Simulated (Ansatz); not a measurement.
One change: `CB(C)O[SiH3]` becomes `[CH3][Ga]([CH3])[O][SiH3]`.

Ansatz, PBE0-D4/def2-TZVP geometries, multiplicity 1. Each molecule was computed in one conformer, which needn't be the lowest.

Scalar relativity is left out up to krypton.

| property | `CB(C)O[SiH3]` |
| --- | --- |
| HOMO–LUMO gap (PBE/def2-TZVPP) / eV | 5.91 |
| LUMO energy (PBE0/def2-TZVPP) / eV | 0.25 |
| size of the dipole moment (B3LYP/def2-TZVPP) / D | 0.67 |
| HOMO–LUMO gap (B3LYP/def2-TZVPP) / eV | 7.90 |
| HOMO energy (B3LYP/def2-TZVPP) / eV | -7.89 |
| LUMO energy (B3LYP/def2-TZVPP) / eV | 0.01 |

Q: What does the change do to each property? (Estimate.)

A: Computed: 
```json
{"property": "HOMO–LUMO gap (PBE/def2-TZVPP) / eV", "`[CH3][Ga]([CH3])[O][SiH3]`": "5.07", "shift": "-0.84"}
{"property": "LUMO energy (PBE0/def2-TZVPP) / eV", "`[CH3][Ga]([CH3])[O][SiH3]`": "-0.55", "shift": "-0.80"}
{"property": "size of the dipole moment (B3LYP/def2-TZVPP) / D", "`[CH3][Ga]([CH3])[O][SiH3]`": "2.35", "shift": "1.68"}
{"property": "HOMO–LUMO gap (B3LYP/def2-TZVPP) / eV", "`[CH3][Ga]([CH3])[O][SiH3]`": "6.68", "shift": "-1.22"}
{"property": "HOMO energy (B3LYP/def2-TZVPP) / eV", "`[CH3][Ga]([CH3])[O][SiH3]`": "-7.53", "shift": "0.36"}
{"property": "LUMO energy (B3LYP/def2-TZVPP) / eV", "`[CH3][Ga]([CH3])[O][SiH3]`": "-0.85", "shift": "-0.86"}
```

With PBE0 the HOMO rises by 0.35 eV and the LUMO falls by 0.80 eV, so the gap narrows by about 1.15 eV. PBE moves the HOMO by 0.23 eV and ωB97M-V by 0.45 eV. Dipoles are sizes alone; their direction can turn.

B3LYP here is the variant with VWN-RPA as its local correlation; programs differ in this.
